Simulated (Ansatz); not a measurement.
Computed with Ansatz on PBE0-D4/def2-TZVP structures; ΔE is electronic, products minus reactants. CCSD(T)/CBS is the MP2 limit (def2-TZVPP, def2-QZVPP) plus CCSD(T) − MP2 in def2-TZVPP, frozen cores. This one scheme is used for every species. Functionals use def2-TZVPP. B3LYP here is the variant with VWN-RPA as its local correlation; programs differ in this. Each species was taken in one conformer, which may not be the lowest.

`C=C[SiH](F)[SiH2]F` + CH₃OH → `C=COC` + `F[SiH2][SiH2]F`  (substitution at a C–Si bond)

```csv
level,ΔE (kJ/mol),difference from CCSD(T)/CBS
PBE0-D4,42.8,-6.9
ωB97X-V,39.9,-9.8
ωB97M-V,43.9,-5.8
B2PLYP,41.5,-8.2
r2SCAN,38.5,-11.2
B3LYP,38.2,-11.5
HF/def2-TZVPP,42.1,-7.6
MP2/def2-TZVPP,47.8,-1.9
SCS-MP2/def2-TZVPP,45.9,-3.8
CCSD/def2-TZVPP,46.8,-2.9
CCSD(T)/def2-TZVPP,45.9,-3.8
MP2/def2-QZVPP,49.9,0.2
SCS-MP2/def2-QZVPP,48.2,-1.5
HF/CBS(def2),41.9,-7.8
MP2/CBS(def2),51.6,1.9
CCSD/CBS(def2),50.6,0.9
CCSD(T)/CBS,49.7,0
```

Largest T1 diagnostic among the species: 0.012.

From PBE to PBE0 (25 % exact exchange), in def2-TZVPP and without D4, ΔE moves by +4.0 kJ/mol. In def2-TZVPP, CCSD(T) changes the Hartree–Fock value by +3.8 kJ/mol (the triples alone add −0.9 kJ/mol) and MP2 by +5.7 kJ/mol.
